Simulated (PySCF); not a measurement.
C₂H₆AlF, triplet, geometry from GFN2-xTB (such geometries of metal compounds can be far from the true shape) (a higher spin typed on purpose: for a closed-shell molecule this is an excited state), atoms displaced at random by about 0.08 Å a coordinate; HF/STO-3G, gradient run with PySCF.

Input for PySCF:
```python
from pyscf import gto, scf

mol = gto.Mole()
mol.atom = '''
    Al   -0.30999110   -0.10719833   -0.59519087
    C     1.56246164   -0.39400278   -0.34189522
    H     1.92635998   -1.15403578   -0.25716079
    H     2.01202425    0.43839239    0.28295890
    H     1.82662406   -0.18293174   -1.39235187
    C    -0.24251428   -0.74074499    1.58735403
    H    -1.36774957   -0.58657786    1.95402996
    H     0.25770189    0.22536980    2.05328512
    H     0.13941481   -1.68283822    1.59223305
    F    -0.77749252    1.32730882   -0.80219175
'''
mol.basis = 'sto-3g'
mol.spin = 2
mol.verbose = 4
mol.build()

mf = scf.UHF(mol)
mf.conv_tol = 1e-6
mf.kernel()
g = mf.nuc_grad_method()
grad = g.kernel()
```

The log (banner, timings and long lists left out):

```
PySCF version 2.14.0

[INPUT] verbose = 4
[INPUT] num. atoms = 10
[INPUT] num. electrons = 40
[INPUT] charge = 0
[INPUT] spin (= nelec alpha-beta = 2S) = 2
[INPUT] symmetry False subgroup None
[INPUT] Mole.unit = angstrom
[INPUT] Symbol           X                Y                Z      unit          X                Y                Z       unit  Magmom
[INPUT]  1 Al    -0.309991100000  -0.107198330000  -0.595190870000 AA   -0.585798280053  -0.202575484711  -1.124747736142 Bohr   0.0
[INPUT]  2 C      1.562461640000  -0.394002780000  -0.341895220000 AA    2.952624579739  -0.744557346517  -0.646088329098 Bohr   0.0
[INPUT]  3 H      1.926359980000  -1.154035780000  -0.257160790000 AA    3.640292779523  -2.180811562149  -0.485963463077 Bohr   0.0
[INPUT]  4 H      2.012024250000   0.438392390000   0.282958900000 AA    3.802174788483   0.828441552194   0.534714825508 Bohr   0.0
[INPUT]  5 H      1.826624060000  -0.182931740000  -1.392351870000 AA    3.451819205941  -0.345690888090  -2.631163703326 Bohr   0.0
[INPUT]  6 C     -0.242514280000  -0.740744990000   1.587354030000 AA   -0.458285570496  -1.399805159244   2.999664379425 Bohr   0.0
[INPUT]  7 H     -1.367749570000  -0.586577860000   1.954029960000 AA   -2.584672094292  -1.108471506133   3.692581463595 Bohr   0.0
[INPUT]  8 H      0.257701890000   0.225369800000   2.053285120000 AA    0.486985993883   0.425887198748   3.880146532445 Bohr   0.0
[INPUT]  9 H      0.139414810000  -1.682838220000   1.592233050000 AA    0.263455808608  -3.180103347751   3.008884390981 Bohr   0.0
[INPUT] 10 F     -0.777492520000   1.327308820000  -0.802191750000 AA   -1.469247926698   2.508250152520  -1.515922706886 Bohr   0.0

nuclear repulsion = 157.937650604688
number of shells = 20
number of NR pGTOs = 90
number of NR cGTOs = 30
basis = sto-3g
ecp = {}

******** <class 'pyscf.scf.uhf.UHF'> ********
method = UHF
initial guess = minao
damping factor = 0
level_shift factor = 0
DIIS = <class 'pyscf.scf.diis.CDIIS'>
diis_start_cycle = 1
diis_space = 8
diis_damp = 0
SCF conv_tol = 1e-06
SCF conv_tol_grad = None
SCF max_cycles = 50
direct_scf = True
direct_scf_tol = 1e-13
number electrons alpha = 21  beta = 19
Set gradient conv threshold to 0.001
init E= -415.259521057013

cycle= 1 E= -415.03198277201  delta_E= 0.228  |g|= 0.275  |ddm|= 2.57
cycle= 2 E= -415.119706343666  delta_E= -0.0877  |g|= 0.0797  |ddm|= 0.631
cycle= 3 E= -415.128342216807  delta_E= -0.00864  |g|= 0.0344  |ddm|= 0.171
cycle= 4 E= -415.131060036099  delta_E= -0.00272  |g|= 0.0162  |ddm|= 0.114
cycle= 5 E= -415.131924985259  delta_E= -0.000865  |g|= 0.00887  |ddm|= 0.067
cycle= 6 E= -415.132262513588  delta_E= -0.000338  |g|= 0.00315  |ddm|= 0.0559
cycle= 7 E= -415.13229832148  delta_E= -3.58e-05  |g|= 0.00105  |ddm|= 0.0203
cycle= 8 E= -415.132300908961  delta_E= -2.59e-06  |g|= 0.000474  |ddm|= 0.00428
cycle= 9 E= -415.132301458155  delta_E= -5.49e-07  |g|= 0.00014  |ddm|= 0.00222
Extra cycle  E= -415.132301484471  delta_E= -2.63e-08  |g|= 8.78e-05  |ddm|= 0.000254
converged SCF energy = -415.132301484471  <S^2> = 2.0211186  2S+1 = 3.0140462

******** <class 'pyscf.grad.uhf.Gradients'> for <class 'pyscf.scf.uhf.UHF'> ********
unit = Eh/Bohr
--------------- UHF gradients ---------------
         x                y                z
0 Al    -0.0024593247     0.1191538501     0.0169387459
1 C     0.1352638574    -0.4058797265     0.0728416916
2 H    -0.1620524295     0.3620331111    -0.0727917665
3 H     0.0081772747     0.0410633569     0.0226563728
4 H    -0.0026651186    -0.0125844179    -0.0131920160
5 C     0.0918769294    -0.1626429824    -0.0808523301
6 H    -0.0623701112     0.0276287138     0.0346033938
7 H     0.0057189918     0.0722903847     0.0272274038
8 H    -0.0339265839     0.0617382235    -0.0090393844
9 F     0.0224365147    -0.1028005133     0.0016078890
----------------------------------------------
```
